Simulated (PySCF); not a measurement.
## Computed properties of SnClBr, SMILES [Cl][Sn][Br]

SnClBr, SMILES [Sn]([Br])[Cl] (connectivity only; charge and spin as stated), neutral, multiplicity 1. The structure is a stationary point at PBE0-D3(BJ)/def2-TZVP. The def2 effective core potentials stand for the cores of Sn; spin–orbit coupling is left out. The values are those of a single conformer. All values are computed for the isolated molecule unless a solvent is named; none is compared with measurement here.

**Structure.** The optimised structure has Cs symmetry. All 3 harmonic modes at PBE0-D3(BJ)/def2-TZVP (PySCF) are real, so it is a minimum. With heavy atoms numbered as in [Sn:1]([Cl:2])[Br:3], the shortest bond between them is Sn1–Cl2 at 2.364 Å and the longest Sn1–Br3 at 2.518 Å.

**Vibrations.** The strongest infrared lines (harmonic, unscaled, degenerate partners summed) lie at 349 cm⁻¹ (70 km/mol, Cl 77 %, Sn 23 %), 243 cm⁻¹ (45 km/mol, Br 58 %, Sn 42 %), 101 cm⁻¹ (2 km/mol, Cl 57 %, Br 27 %, Sn 16 %). The softest mode is at 101 cm⁻¹ and the zero-point energy is 1.0 kcal/mol.

**Electronic structure.** M06-2X/def2-TZVPD (PySCF) places the frontier levels at -8.86 and -2.38 eV, a gap of 6.48 eV, and gives a dipole moment of 3.20 D and a mean polarisability of 79.6 bohr³.

**Excitations.** TDDFT-ωB97X/def2-SVPD (PySCF) has S1 at 3.71 eV (335 nm, f = 0.026, weak); the most intense of the 10 singlets computed lies at 6.31 eV (f = 0.21). T1 (TDA) is at 2.90 eV. No vertical singlet excitation falls in the visible range (under 3.1 eV).
